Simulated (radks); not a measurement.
Values are calculated unless marked as measured or tabulated.
Problem. The mean radii <r> (bohr) of the occupied orbitals of an atom or ion are listed with their occupations. Level of theory: scalar-relativistic Kohn-Sham, PBEsol, spin-polarised, spherical densities, finite nucleus; Fermi nuclear charge, rms radius of each element as measured or else 0.836 A^(1/3) + 0.57 fm (a radial shooting solver on a logarithmic mesh with Libxc functionals).

orbital  occ.      <r>
1s up       1  0.01865
1s down     1  0.01864
2s up       1  0.07734
2s down     1  0.07738
2p up       3  0.06872
2p down     2  0.06877

Name the element and its charge. Open shells, if any, are filled with parallel spins first.

Solution. Z = 73, tantalum, charge +64: Ta64+ in [He] 2s2 2p5. The 1s radius gives Z: for a bare nucleus <r> = (2 gamma + 1)/(2Z) with gamma = sqrt(1 - (Z/c)^2), 0.01844 bohr for Z = 73, and screening makes it slightly larger (0.01865 here). The occupations add up to 9, and the charge is Z minus that.
